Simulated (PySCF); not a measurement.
BiF₂, charge +2, doublet, at a GFN2-xTB geometry of the parent state (such geometries of metal compounds can be far from the true shape) (a state made from the parent by changing its charge; the spin is typed, not shown lowest) (core potentials on Bi); R2SCAN/def2-SVP (PySCF).

PySCF was given this input:
```python
from pyscf import gto, scf, dft

mol = gto.M(
    atom='''
Bi    0.216769    0.097440    0.087845
F    -1.134295    0.716721   -1.365955
F    -0.864801   -1.615338    0.555832
''',
    basis='def2-svp',
    ecp={'Bi': 'def2-svp'},
    charge=2,
    spin=1,
    verbose=4,
)

mf = dft.UKS(mol)
mf.xc = 'r2scan'
mf.kernel()
```

What the program printed (banner, timings and long lists left out):

```
PySCF version 2.14.0

[INPUT] verbose = 4
[INPUT] num. atoms = 3
[INPUT] num. electrons = 39
[INPUT] charge = 2
[INPUT] spin (= nelec alpha-beta = 2S) = 1
[INPUT] symmetry False subgroup None
[INPUT] Mole.unit = angstrom
[INPUT] Symbol           X                Y                Z      unit          X                Y                Z       unit  Magmom
[INPUT]  1 Bi     0.216769000000   0.097440000000   0.087845000000 AA    0.409634042296   0.184134913578   0.166002991412 Bohr   0.0
[INPUT]  2 F     -1.134295000000   0.716721000000  -1.365955000000 AA   -2.143506894464   1.354406397724  -2.581280848480 Bohr   0.0
[INPUT]  3 F     -0.864801000000  -1.615338000000   0.555832000000 AA   -1.634237042250  -3.052546418603   1.050370251269 Bohr   0.0

nuclear repulsion = 119.503408945941
number of shells = 22
number of NR pGTOs = 109
number of NR cGTOs = 54
basis = def2-svp
ecp = {'Bi': 'def2-svp'}

******** <class 'pyscf.dft.uks.UKS'> ********
method = UKS
initial guess = minao
damping factor = 0
level_shift factor = 0
DIIS = <class 'pyscf.scf.diis.CDIIS'>
diis_start_cycle = 1
diis_space = 8
diis_damp = 0
SCF conv_tol = 1e-09
SCF conv_tol_grad = None
SCF max_cycles = 50
direct_scf = True
direct_scf_tol = 1e-13
number electrons alpha = 20  beta = 19
XC library pyscf.dft.libxc version 7.1.2
    S. Lehtola, C. Steigemann, M. J. T. Oliveira, and M. A. L. Marques,  SoftwareX 7, 1–5 (2018)
XC functionals = r2scan
    J. W. Furness, A. D. Kaplan, J. Ning, J. P. Perdew, and J. Sun,  J. Phys. Chem. Lett. 11, 8208–8215 (2020)
    J. W. Furness, A. D. Kaplan, J. Ning, J. P. Perdew, and J. Sun,  J. Phys. Chem. Lett. 11, 9248–9248 (2020)
    J. W. Furness, A. D. Kaplan, J. Ning, J. P. Perdew, and J. Sun,  J. Phys. Chem. Lett. 11, 8208–8215 (2020)
    J. W. Furness, A. D. Kaplan, J. Ning, J. P. Perdew, and J. Sun,  J. Phys. Chem. Lett. 11, 9248–9248 (2020)
radial grids:
    Treutler-Ahlrichs [JCP 102, 346 (1995); DOI:10.1063/1.469408] (M4) radial grids

becke partition: Becke, JCP 88, 2547 (1988); DOI:10.1063/1.454033
pruning grids: <function nwchem_prune>
grids dens level: 3
symmetrized grids: False
atomic radii adjust function: <function treutler_atomic_radii_adjust>
small_rho_cutoff = 0
Set gradient conv threshold to 3.16228e-05
tot grids = 51968
init E= -387.637235840418

cycle= 1 E= -412.165394439643  delta_E= -24.5  |g|= 1.56  |ddm|= 9.14
cycle= 2 E= -410.892518153445  delta_E= 1.27  |g|= 2.23  |ddm|= 4.07
cycle= 3 E= -413.148776652416  delta_E= -2.26  |g|= 0.328  |ddm|=  2.5
cycle= 4 E= -413.179609122727  delta_E= -0.0308  |g|= 0.111  |ddm|= 0.393
cycle= 5 E= -413.025913078615  delta_E= 0.154  |g|= 0.551  |ddm|= 0.598
cycle= 6 E= -413.184315577806  delta_E= -0.158  |g|= 0.0184  |ddm|= 0.545
cycle= 7 E= -413.184455182657  delta_E= -0.00014  |g|= 0.0111  |ddm|= 0.0297
cycle= 8 E= -413.184483708392  delta_E= -2.85e-05  |g|= 0.00836  |ddm|= 0.00703
cycle= 9 E= -413.184511351837  delta_E= -2.76e-05  |g|= 0.0036  |ddm|= 0.00543
cycle= 10 E= -413.184516585761  delta_E= -5.23e-06  |g|= 0.00162  |ddm|= 0.00515
cycle= 11 E= -413.184517192507  delta_E= -6.07e-07  |g|= 0.00112  |ddm|= 0.000619
cycle= 12 E= -413.184517695623  delta_E= -5.03e-07  |g|= 0.000378  |ddm|= 0.000644
cycle= 13 E= -413.184517747402  delta_E= -5.18e-08  |g|= 0.000163  |ddm|= 0.000185
cycle= 14 E= -413.184517759596  delta_E= -1.22e-08  |g|= 6.91e-06  |ddm|= 0.000141
cycle= 15 E= -413.184517759464  delta_E= 1.31e-10  |g|= 1.95e-05  |ddm|= 2.08e-05
Extra cycle  E= -413.184517664396  delta_E= 9.51e-08  |g|= 0.000453  |ddm|= 0.000421
SCF not converged.
SCF energy = -413.184517664396 after 50 cycles  <S^2> = 0.76404438  2S+1 = 2.0139954
```

The run did not converge; its last values are not results.
